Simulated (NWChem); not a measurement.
Species: SiNH4OBr; SMILES [SiH](Br)(N)O

```xyz
8

Si    -0.0449    -1.0269    -0.3905
N      1.3149    -1.7426     0.3349
O     -1.3821    -1.5502     0.4271
Br    -0.1331     1.2293    -0.2900
H     -0.0209    -1.3459    -1.8378
H      2.1898    -1.8234    -0.1689
H      1.4478    -1.7262     1.3397
H     -2.0947    -0.9087     0.5086
```
Atoms are numbered in this order, from 1.

All runs use the structure optimised with PBE0/def2-SVP.

Spin-orbit effects, on the heavy nuclei and on their neighbours, are missing.

Task: Give the principal values of the shielding tensors (ppm) of Si1, N2, O3, Br4 from KT2/pcSseg-1, GIAO (NWChem), with their diamagnetic and paramagnetic parts as GIAO splits them.

Result: 
```tsv
atom	σ11	σ22	σ33	isotropic	diamagnetic	paramagnetic
Si1	340.5	368.6	423.5	377.5	883.3	-505.7
N2	195.8	212.4	250.2	219.4	319.2	-99.8
O3	195.7	243.6	303.3	247.6	390.0	-142.4
Br4	2066.9	2217.5	2863.5	2382.6	3130.0	-747.3
```
